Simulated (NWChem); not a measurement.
System: diphosphane (P₂H₄); SMILES PP

Output (shortened):

```
             Northwest Computational Chemistry Package (NWChem) 7.3.0
             --------------------------------------------------------

 C1  symmetry detected

                             Geometry "geometry" -> ""
                             -------------------------

 Output coordinates in angstroms (scale by  1.889725989 to convert to a.u.)

  No.       Tag          Charge          X              Y              Z
 ---- ---------------- ---------- -------------- -------------- --------------
    1 P                   15.0000     0.00000596    -1.13161206    -0.06755688
    2 P                   15.0000     0.00000610     1.13161206     0.06755688
    3 H                    1.0000     1.02830843    -1.29528210     0.90700662
    4 H                    1.0000    -1.02839757    -1.29525891     0.90690221
    5 H                    1.0000     1.02830762     1.29528132    -0.90700792
    6 H                    1.0000    -1.02839937     1.29525968    -0.90690091

 Effective nuclear repulsion energy (a.u.)      87.3857318445

  pbe96 is a nonlocal functional; adding pw91lda local functional.

                                 NWChem DFT Module
                                 -----------------

 Summary of "ao basis" -> "ao basis" (spherical)
 ------------------------------------------------------------------------------
       Tag                 Description            Shells   Functions and Types
 ---------------- ------------------------------  ------  ---------------------
 P                          def2-svp                 8       18   4s3p1d
 H                          def2-svp                 3        5   2s1p

            General Information
            -------------------
          SCF calculation type: DFT
          Wavefunction type:  closed shell.
          No. of atoms     :     6
          No. of electrons :    34
           Alpha electrons :    17
            Beta electrons :    17
          Charge           :     0
          Spin multiplicity:     1
          Use of symmetry is: off; symmetry adaption is: off
          Maximum number of iterations: 200
          AO basis - number of functions:    56
                     number of shells:    28
          Convergence on energy requested:  1.00D-06
          Convergence on density requested:  1.00D-05
          Convergence on gradient requested:  5.00D-04

              XC Information
              --------------
          PerdewBurkeErnzerhof Exchange Functional  1.000
            Perdew 1991 LDA Correlation Functional  1.000 local
           PerdewBurkeErnz. Correlation Functional  1.000 non-local

             Grid Information
             ----------------
          Grid used for XC integration:  medium
          Radial quadrature: Mura-Knowles
          Angular quadrature: Lebedev.
          Tag              B.-S. Rad. Rad. Pts. Rad. Cut. Ang. Pts.
          ---              ---------- --------- --------- ---------
          P                   1.00       88           8.0       590
          H                   0.35       45          10.0       434
          Grid pruning is: on
          Number of quadrature shells:   356
          Spatial weights used:  Erf1

      Superposition of Atomic Density Guess
      -------------------------------------

 Sum of atomic energies:        -683.07243668

      Non-variational initial energy
      ------------------------------

 Total energy =    -683.551195
 1-e energy   =   -1118.585978
 2-e energy   =     347.649051
 HOMO         =      -0.245054
 LUMO         =       0.056369

   convergence    iter        energy       DeltaE   RMS-Dens  Diis-err
 ---------------- ----- ----------------- --------- --------- ---------
 d= 0,ls=0.0,diis     1   -684.5302864971 -7.72D+02  9.08D-03  2.19D-01
 d= 0,ls=0.0,diis     2   -684.5463081439 -1.60D-02  6.80D-03  3.37D-02
 d= 0,ls=0.0,diis     3   -684.5507380140 -4.43D-03  2.67D-03  1.17D-02
 d= 0,ls=0.0,diis     4   -684.5527480778 -2.01D-03  4.59D-04  3.96D-04
 d= 0,ls=0.0,diis     5   -684.5528314519 -8.34D-05  4.79D-05  2.46D-06
 d= 0,ls=0.0,diis     6   -684.5528319536 -5.02D-07  9.30D-06  1.26D-07

         Total DFT energy =     -684.552831953600
      One electron energy =    -1120.017415148297
           Coulomb energy =      395.654977438285
    Exchange-Corr. energy =      -47.576126088044
 Nuclear repulsion energy =       87.385731844455

 Numeric. integr. density =       34.000004437715

                       DFT Final Molecular Orbital Analysis
                       ------------------------------------

 Vector   15  Occ=2.000000D+00  E=-3.104234D-01
              MO Center=  1.3D-05, -2.0D-07, -9.5D-08, r^2= 2.9D+00
   Bfn.  Coefficient  Atom+Function         Bfn.  Coefficient  Atom+Function
  ----- ------------  ---------------      ----- ------------  ---------------
     9      0.263271  1 P  py                27     -0.263271  2 P  py
    12      0.257300  1 P  py                30     -0.257300  2 P  py
    37     -0.154596  3 H  s                 42     -0.154585  4 H  s
    47     -0.154597  5 H  s                 52     -0.154584  6 H  s
     6     -0.146636  1 P  py                24      0.146636  2 P  py

 Vector   16  Occ=2.000000D+00  E=-2.862543D-01
              MO Center= -6.9D-06,  7.7D-09, -1.6D-07, r^2= 3.1D+00
   Bfn.  Coefficient  Atom+Function         Bfn.  Coefficient  Atom+Function
  ----- ------------  ---------------      ----- ------------  ---------------
    13     -0.282718  1 P  pz                31     -0.282718  2 P  pz
     3      0.268659  1 P  s                 21     -0.268659  2 P  s
     4      0.246032  1 P  s                 22     -0.246032  2 P  s
    10     -0.238100  1 P  pz                28     -0.238100  2 P  pz
     2      0.175206  1 P  s                 20     -0.175206  2 P  s

 Vector   17  Occ=2.000000D+00  E=-2.108061D-01
              MO Center=  1.9D-05,  3.2D-07,  2.3D-08, r^2= 3.8D+00
   Bfn.  Coefficient  Atom+Function         Bfn.  Coefficient  Atom+Function
  ----- ------------  ---------------      ----- ------------  ---------------
     4      0.276563  1 P  s                 22      0.276563  2 P  s
    13     -0.261489  1 P  pz                31      0.261489  2 P  pz
    12     -0.255660  1 P  py                30      0.255660  2 P  py
    10     -0.217848  1 P  pz                28      0.217848  2 P  pz
     3      0.209138  1 P  s                 21      0.209138  2 P  s

 Vector   18  Occ=0.000000D+00  E=-3.126781D-02
              MO Center=  5.3D-06,  1.8D-07,  3.8D-08, r^2= 3.9D+00
   Bfn.  Coefficient  Atom+Function         Bfn.  Coefficient  Atom+Function
  ----- ------------  ---------------      ----- ------------  ---------------
    12      0.866723  1 P  py                30      0.866723  2 P  py
     4      0.364308  1 P  s                 22     -0.364307  2 P  s
     9      0.307380  1 P  py                27      0.307380  2 P  py
     3      0.202835  1 P  s                 21     -0.202835  2 P  s
     6     -0.173031  1 P  py                24     -0.173031  2 P  py

 Vector   19  Occ=0.000000D+00  E= 2.840297D-03
              MO Center=  2.4D-05,  1.7D-05, -3.3D-06, r^2= 4.5D+00
   Bfn.  Coefficient  Atom+Function         Bfn.  Coefficient  Atom+Function
  ----- ------------  ---------------      ----- ------------  ---------------
    11      0.826352  1 P  px                29     -0.826362  2 P  px
    38     -0.599720  3 H  s                 43      0.599677  4 H  s
    48      0.599723  5 H  s                 53     -0.599690  6 H  s
     8      0.209498  1 P  px                26     -0.209501  2 P  px
    37     -0.143087  3 H  s                 42      0.143073  4 H  s

 Vector   20  Occ=0.000000D+00  E= 5.059481D-03
              MO Center= -2.4D-04, -1.7D-05,  3.2D-06, r^2= 4.3D+00
   Bfn.  Coefficient  Atom+Function         Bfn.  Coefficient  Atom+Function
  ----- ------------  ---------------      ----- ------------  ---------------
    11      0.708953  1 P  px                29      0.708940  2 P  px
    38     -0.584695  3 H  s                 43      0.585086  4 H  s
    48     -0.584685  5 H  s                 53      0.585078  6 H  s
    37     -0.224487  3 H  s                 42      0.224538  4 H  s
    47     -0.224484  5 H  s                 52      0.224536  6 H  s

     Multipole analysis of the density
     ---------------------------------

     L   x y z        total         alpha         beta         nuclear
     -   - - -        -----         -----         ----         -------
     0   0 0 0     -0.000000    -17.000000    -17.000000     34.000000

     1   1 0 0     -0.000030     -0.000015     -0.000015      0.000000
     1   0 1 0      0.000000      0.000000      0.000000      0.000000
     1   0 0 1      0.000000      0.000000      0.000000     -0.000000

     2   2 0 0    -20.329045    -17.717398    -17.717398     15.105751
     2   1 1 0     -0.000003      0.000003      0.000003     -0.000009
     2   1 0 1     -0.000002     -0.000001     -0.000001     -0.000001
     2   0 2 0    -22.628798    -91.890606    -91.890606    161.152413
     2   0 1 1     -2.401957      3.094226      3.094226     -8.590409
     2   0 0 2    -22.322003    -17.280347    -17.280347     12.238692

            General Information
            -------------------
          SCF calculation type: DFT
          Wavefunction type:  closed shell.
          No. of atoms     :     6
          No. of electrons :    34
           Alpha electrons :    17
            Beta electrons :    17
          Charge           :     0
          Spin multiplicity:     1
          Use of symmetry is: off; symmetry adaption is: off
          Maximum number of iterations: 200
          AO basis - number of functions:    56
                     number of shells:    28
          Convergence on energy requested:  1.00D-06
          Convergence on density requested:  1.00D-05
          Convergence on gradient requested:  5.00D-04

              XC Information
              --------------
          PerdewBurkeErnzerhof Exchange Functional  1.000
            Perdew 1991 LDA Correlation Functional  1.000 local
           PerdewBurkeErnz. Correlation Functional  1.000 non-local

             Grid Information
             ----------------
          Grid used for XC integration:  medium
          Radial quadrature: Mura-Knowles
          Angular quadrature: Lebedev.
          Tag              B.-S. Rad. Rad. Pts. Rad. Cut. Ang. Pts.
          ---              ---------- --------- --------- ---------
          P                   1.00       88           8.0       590
          H                   0.35       45          10.0       434
          Grid pruning is: on
          Number of quadrature shells:   356
          Spatial weights used:  Erf1

          Convergence Information
          -----------------------
          Convergence aids based upon iterative change in
          total energy or number of iterations.
          Levelshifting, if invoked, occurs when the
          HOMO/LUMO gap drops below (HL_TOL):  1.00D-02
          DIIS, if invoked, will attempt to extrapolate
          using up to (NFOCK): 10 stored Fock matrices.

                    Damping( 0%)  Levelshifting(0.5)       DIIS
                  --------------- ------------------- ---------------
          dE  on:    start            ASAP                start
          dE off:    2 iters        200 iters           200 iters

                            NWChem DFT Gradient Module
                            --------------------------

  charge          =   0.00
  wavefunction    = closed shell

                         DFT ENERGY GRADIENTS

    atom               coordinates                        gradient
                 x          y          z           x          y          z
   1 P       0.000011  -2.138437  -0.127664   -0.000001   0.000680   0.012769
   2 P       0.000012   2.138437   0.127664   -0.000001  -0.000680  -0.012769
   3 H       1.943221  -2.447728   1.713994   -0.004233  -0.000621  -0.005128
   4 H      -1.943390  -2.447684   1.713797    0.004234  -0.000621  -0.005128
   5 H       1.943220   2.447727  -1.713996   -0.004233   0.000621   0.005128
   6 H      -1.943393   2.447686  -1.713794    0.004234   0.000621   0.005128
```

Level: PBE/def2-SVP. The geometry was optimised at B3LYP/6-31G* (spherical d).

**Question.** Reconstruct the input file.

**Answer.** One answer among several that fit: the input that was run:
```
start job
memory heap 200 mb stack 900 mb global 1100 mb
geometry units angstroms noautoz
  P     -0.000035    -1.132413    -0.052446
  P     -0.000035     1.132413     0.052446
  H      1.028264    -1.283060     0.924219
  H     -1.028442    -1.283038     0.924107
  H      1.028270     1.283059    -0.924213
  H     -1.028437     1.283039    -0.924113
end
basis spherical
  * library def2-svp
end
dft
  xc xpbe96 cpbe96
  iterations 200
end
task dft gradient
```
